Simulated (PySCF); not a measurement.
B3LYP has the VWN-RPA correlation part, as in Gaussian. Excitations are Tamm–Dancoff values on a coarser integration grid. The basis has no diffuse functions, so Rydberg states are missing or too high.

Z-matrix (Å, degrees):
```
Si
H 1 1.4714
H 1 1.4714 2 112.25
Cl 1 2.0554 2 108.43 3 -119.76
I 1 2.4448 2 108.45 3 119.79
```
Charge 0, multiplicity 1.

What is the computed HOMO, S1 excitation (TDA), T1 excitation (TDA), dipole moment, total energy, S1 oscillator strength, HOMO–LUMO gap and S1–T1 gap (TDA) (B3LYP-D3(BJ)/def2-TZVP run with PySCF)?


| Quantity | Value |
|---|---|
| HOMO | -7.68 eV |
| S1 excitation (TDA) | 5.41 eV |
| T1 excitation (TDA) | 4.97 eV |
| dipole moment | 1.04 D |
| total energy | -1048.8536 Ha |
| S1 oscillator strength | 0.009 |
| HOMO–LUMO gap | 6.48 eV |
| S1–T1 gap (TDA) | 0.45 eV |
